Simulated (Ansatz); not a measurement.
The same path of FH3SiTe (6 atoms, charge 0, multiplicity 1) was run 3 times with different band settings. The coordinate that changes most is the dihedral F1–Si2–Te3–H6.

These are results of RKS revPBE-D4/def2-SVP (Ansatz), not measurements.

Relaxed end points:

```xyz
6
Properties=species:S:1:pos:R:3
F -1.887 0.046 0.211
Si -0.404 -0.109 -0.486
Te 1.373 -0.752 1.163
H -0.466 -1.228 -1.484
H -0.072 1.208 -1.122
H 1.456 0.835 1.718
```

```xyz
6
Properties=species:S:1:pos:R:3
F -1.851 0.398 0.198
Si -0.373 0.173 -0.492
Te 1.510 0.484 1.137
H -0.351 -1.218 -1.051
H -0.184 1.222 -1.549
H 1.250 -1.059 1.756
```

Common settings: spring 5.0 eV/Å²; optimiser quadratic models (default); start path IDPP; force threshold 0.05 eV/Å; iteration limit 60; end points relaxed.

| run | movable images | climbing image |
| --- | --- | --- |
| 1 | 5 | yes |
| 2 | 3 | no |
| 3 | 8 | no |

Q: What does each run give, and how far can it be trusted?

A: Run 1: converged after 7 iterations, highest image 0.115 eV above the first end. A vibrational analysis at the climbing image gives one clearly imaginary mode, 188i cm⁻¹: a first-order saddle point.
Run 2: converged after 7 iterations, highest image 0.115 eV above the first end. No image climbed, so the highest image needn't sit at the top of the path. So few images can step over the top or miss a turn of the path.
Run 3: converged after 6 iterations, highest image 0.111 eV above the first end. No image climbed, so the highest image needn't sit at the top of the path.
